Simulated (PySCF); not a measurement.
**Gas-phase thermal properties of BaCl**

Method: PySCF energies (xtb for GFN2) plus ideal-gas RRHO corrections (1 bar). The comparison is the NASA 1993 polynomial table, which mixes measured and estimated data. Open shells (unrestricted): BaCl (multiplicity 2). GFN2 has no spin-polarisation term. Ba: scalar-relativistic def2 core potential, no spin-orbit coupling. The harmonic model lacks anharmonicity and excited electronic states, which grow with temperature; levels with a mode under 35 cm⁻¹ are left out. The table's entry may be an old estimate for BaCl (not checked at source).

```tsv
level	point group	σ	ZPE (kJ/mol)	S°298 (J/mol/K)	Cp298 (J/mol/K)	S°1000 (J/mol/K)	H1000 − H298 (kJ/mol)
table	-	-	-	258.6	36.5	303.8	26.3
GFN2-xTB	C∞v	1	1.2	259.8	36.8	304.8	26.1
PBE/def2-SVP	C∞v	1	1.7	258.7	36.2	303.4	26.0
PBE0/def2-TZVP	C∞v	1	1.7	258.7	36.3	303.5	26.0
```
σ: rotational symmetry number. Electronic degeneracy used: 2. Frequencies are unscaled.
